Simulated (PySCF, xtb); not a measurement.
H₄O₄Ti, SMILES [Ti]([OH])([OH])([OH])[OH] (connectivity only; charge and spin as stated), charge +1, multiplicity 2. Other conformers were not sampled.

Harmonic wavenumbers (cm⁻¹) from GFN2-xTB in xtb at its own minimum, in rising order: 129, 129, 151, 151, 151, 315, 315, 316, 343, 343, 363, 363, 364, 570, 579, 580, 580, 3511, 3512, 3513, 3528.

### Question
What does ωB97X-D3(BJ)/def2-SVP in PySCF give at its own minimum? (Estimate from the structure and the level; the computed values follow.)

### Answer
95, 98, 147, 177, 208, 212, 238, 353, 375, 383, 459, 482, 507, 548, 853, 914, 926, 3666, 3869, 3870, 3889. Paired by order, the mean absolute difference is 143 cm⁻¹ and the zero-point energies are 28.3 and 31.8 kcal/mol.
